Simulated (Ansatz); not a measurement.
Species: TeF$_{3}$, charge 0, multiplicity 2. It need not be the lowest isomer of its formula. 
Structure (B3LYP-D3(BJ)/def2-TZVP (Ansatz, a program for electronic structure) minimum search):
```
Te
F 1 1.8755
F 1 1.9587 2 84.63
F 1 1.9587 2 84.63 3 -180.00
```
Charge 0, spin multiplicity 2.

Computed values are from Ansatz. Valence correlation only, unless marked. Open shells are spin-unrestricted. Spin-orbit coupling is left out. Frozen are the shells of the preceding noble gas and the d and f shells that filled before the atom's block. Past Kr the def2 sets carry scalar-relativistic core potentials. Basis-set limits of correlation are two-point, X^-3; Hartree-Fock from the larger set. The bracket is a focal-point correction in the basis named.

Question: What is the total energy at RI-MP2/CBS(def2-TZVPP,def2-QZVPP)+[CCSD(T)-MP2]/def2-TZVPP?

Answer: -566.5401 Eh.

Question: What is the vertical electron affinity (to the singlet; negative means unbound) at RI-MP2/CBS(def2-TZVPPD,def2-QZVPPD)+[CCSD(T)-MP2]/def2-SVPD?

Answer: 2.86 eV.

Question: What is the T1 diagnostic at CCSD/def2-TZVPP?

Answer: 0.020.

Question: What is the atomisation energy De at RI-MP2/CBS(def2-TZVPP,def2-QZVPP)+[CCSD(T)-MP2]/def2-TZVPP?

Answer: 254.7 kcal/mol.

Question: What is the dipole moment at CCSD(T)/def2-SVPD?

Answer: 2.46 D.
